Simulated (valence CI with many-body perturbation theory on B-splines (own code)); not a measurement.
## Forbidden lines of Ho XXVIII

Level of theory: valence CI with perturbative core correlation (CI+MBPT): four valence electrons over a frozen Dirac-Fock core [Kr], radial functions for each j: 9 s, 9 p, 10 d, 8 f, 5 g, 3 h, 1 i, with the one-electron correlation potential Σ1, the two-electron term Σ2, the three-electron term Σ3, Breit, model QED; selected CI, second order for the rest (own B-spline code, finite nucleus).

The last digits are not significant, and no measured levels were compared; by estimate large intervals hold to a few tenths of a per cent, small ones and those within an open d or f shell to about a per cent. Only levels of the ground parity were solved; by the run's estimate the other parity begins above the list, which can be wrong where configurations are misplaced.

Lines 1 to 50 of 120 in falling wavelength, among levels below 57.411 eV, chosen from the decays that carry over 1 % of a level's rate. Wavelengths and rates use the calculated energies. Electric multipoles are in the length gauge, E1 and E2 with the static RPA response of the core. Weak lines are less certain than strong ones. Lines between different terms over intervals too small for the method are left out, as are lines whose strength nearly cancels. The highest levels of a list are the least certain. Branching is blank where the lifetime is uncertain.

Levels are named by their leading jj configuration (3d3/2^4 stands for four electrons in 3d with j = 3/2), which in mixed levels can hold well under half, so a name can repeat and another be missing. Letters in brackets count levels of one name in rising energy.

```
λ vac (nm)                      Upper                      Lower  Type   A (s⁻¹)  Branch %
      2074        (4d3/2^3 4d5/2) J=4        (4d3/2^3 4d5/2) J=2    E2  2.52e-07          
      1538        (4d3/2^3 4d5/2) J=3        (4d3/2^3 4d5/2) J=4    M1  3.41e+00       9.3
      1122      (4d3/2^2 4d5/2^2) J=6      (4d3/2^2 4d5/2^2) J=5    M1  6.06e+00      94.3
     883.3        (4d3/2^3 4d5/2) J=3        (4d3/2^3 4d5/2) J=2    M1  3.32e+01      90.6
     622.4  (4d3/2^2 4d5/2^2) J=2 [b]      (4d3/2^2 4d5/2^2) J=1    M1  4.04e+01       1.7
     569.7      (4d3/2^2 4d5/2^2) J=5  (4d3/2^2 4d5/2^2) J=4 [a]    M1  5.37e+01       1.4
     349.8        (4d3/2^3 4d5/2) J=2        (4d3/2^3 4d5/2) J=1    M1  6.98e+02      99.7
     328.2      (4d3/2^2 4d5/2^2) J=1  (4d3/2^2 4d5/2^2) J=0 [a]    M1  3.95e+02       3.7
     316.7  (4d3/2^2 4d5/2^2) J=4 [b]  (4d3/2^2 4d5/2^2) J=3 [a]    M1  2.86e+02      16.2
     303.4  (4d3/2^2 4d5/2^2) J=3 [b]  (4d3/2^2 4d5/2^2) J=3 [a]    M1  7.38e+01       1.2
     296.0  (4d3/2^2 4d5/2^2) J=4 [c]  (4d3/2^2 4d5/2^2) J=3 [b]    M1  1.26e+02       1.2
     288.4  (4d3/2^2 4d5/2^2) J=2 [d]  (4d3/2^2 4d5/2^2) J=2 [c]    M1  1.98e+02       7.6
     270.8  (4d3/2^2 4d5/2^2) J=2 [b]  (4d3/2^2 4d5/2^2) J=2 [a]    M1  3.34e+02      14.1
     270.0  (4d3/2^2 4d5/2^2) J=4 [b]  (4d3/2^2 4d5/2^2) J=4 [a]    M1  5.77e+01       3.3
     265.8    (4d3/2 4d5/2^3) J=3 [c]    (4d3/2 4d5/2^3) J=2 [a]    M1  4.77e+02          
     260.3  (4d3/2^2 4d5/2^2) J=3 [b]  (4d3/2^2 4d5/2^2) J=4 [a]    M1  6.50e+01       1.1
     247.9    (4d3/2 4d5/2^3) J=3 [b]    (4d3/2 4d5/2^3) J=3 [a]    M1  3.10e+02          
     227.6    (4d3/2 4d5/2^3) J=1 [b]        (4d3/2 4d5/2^3) J=0    M1  4.11e+02       2.1
     202.3    (4d3/2 4d5/2^3) J=2 [b]    (4d3/2 4d5/2^3) J=2 [a]    M1  7.38e+02       4.6
     196.7  (4d3/2^2 4d5/2^2) J=4 [a]        (4d3/2^3 4d5/2) J=3    M1  8.14e+02      13.2
     187.9    (4d3/2 4d5/2^3) J=3 [a]  (4d3/2^2 4d5/2^2) J=4 [b]    M1  5.69e+02       2.6
     183.0  (4d3/2^2 4d5/2^2) J=4 [c]      (4d3/2^2 4d5/2^2) J=5    M1  4.18e+02       3.9
     178.9    (4d3/2 4d5/2^3) J=2 [a]  (4d3/2^2 4d5/2^2) J=2 [c]    M1  1.27e+03       6.2
     177.6  (4d3/2^2 4d5/2^2) J=3 [a]        (4d3/2^3 4d5/2) J=3    M1  3.89e+03      54.7
     174.4  (4d3/2^2 4d5/2^2) J=4 [a]        (4d3/2^3 4d5/2) J=4    M1  5.37e+03      86.8
     171.8        (4d3/2^3 4d5/2) J=1              (4d3/2^4) J=0    M1  5.76e+03     100.0
     170.0    (4d3/2 4d5/2^3) J=3 [c]  (4d3/2^2 4d5/2^2) J=2 [d]    M1  2.26e+02          
     168.2    (4d3/2 4d5/2^3) J=1 [b]  (4d3/2^2 4d5/2^2) J=2 [d]    M1  2.86e+03      14.7
     168.0    (4d3/2 4d5/2^3) J=3 [b]  (4d3/2^2 4d5/2^2) J=2 [c]    M1  1.93e+02          
     160.4    (4d3/2 4d5/2^3) J=1 [b]    (4d3/2 4d5/2^3) J=1 [a]    M1  4.13e+02       2.1
     160.2  (4d3/2^2 4d5/2^2) J=0 [b]    (4d3/2 4d5/2^3) J=1 [a]    M1  1.03e+03          
     158.8    (4d3/2 4d5/2^3) J=1 [a]  (4d3/2^2 4d5/2^2) J=2 [b]    M1  1.25e+03       4.2
     153.5  (4d3/2^2 4d5/2^2) J=2 [a]        (4d3/2^3 4d5/2) J=2    M1  2.80e+03      21.0
     151.9  (4d3/2^2 4d5/2^2) J=2 [d]  (4d3/2^2 4d5/2^2) J=2 [b]    M1  8.12e+02      31.3
     150.5        (4d3/2 4d5/2^3) J=5  (4d3/2^2 4d5/2^2) J=4 [b]    M1  3.46e+03      34.0
     149.8  (4d3/2^2 4d5/2^2) J=4 [c]  (4d3/2^2 4d5/2^2) J=3 [a]    M1  7.73e+02       7.1
     148.6    (4d3/2 4d5/2^3) J=3 [c]  (4d3/2^2 4d5/2^2) J=4 [d]    M1  1.99e+03          
     148.5  (4d3/2^2 4d5/2^2) J=2 [d]  (4d3/2^2 4d5/2^2) J=3 [b]    M1  5.86e+02      22.6
     147.9  (4d3/2^2 4d5/2^2) J=3 [a]        (4d3/2^3 4d5/2) J=2    M1  3.19e+03      44.9
     146.8  (4d3/2^2 4d5/2^2) J=2 [c]  (4d3/2^2 4d5/2^2) J=2 [a]    M1  8.01e+02       4.9
     138.5  (4d3/2^2 4d5/2^2) J=4 [c]  (4d3/2^2 4d5/2^2) J=4 [a]    M1  6.46e+03      59.5
     136.0    (4d3/2 4d5/2^3) J=2 [b]    (4d3/2 4d5/2^3) J=1 [a]    M1  9.31e+02       5.9
     133.5      (4d3/2^2 4d5/2^2) J=5        (4d3/2^3 4d5/2) J=4    M1  3.68e+03      98.6
     129.8        (4d3/2 4d5/2^3) J=5      (4d3/2^2 4d5/2^2) J=6    M1  2.02e+03      19.9
     126.5    (4d3/2 4d5/2^3) J=1 [a]      (4d3/2^2 4d5/2^2) J=1    M1  5.31e+03      17.9
     125.4  (4d3/2^2 4d5/2^2) J=4 [d]      (4d3/2^2 4d5/2^2) J=5    M1  5.85e+02       4.4
     125.0        (4d3/2 4d5/2^3) J=4    (4d3/2 4d5/2^3) J=3 [a]    M1  3.10e+02          
     123.2        (4d3/2 4d5/2^3) J=6      (4d3/2^2 4d5/2^2) J=6    M1  4.18e+03      44.6
     119.3      (4d3/2^2 4d5/2^2) J=6        (4d3/2^3 4d5/2) J=4    E2  3.67e-01       5.7
     118.9  (4d3/2^2 4d5/2^2) J=0 [a]        (4d3/2^3 4d5/2) J=1    M1  2.35e+04     100.0
```
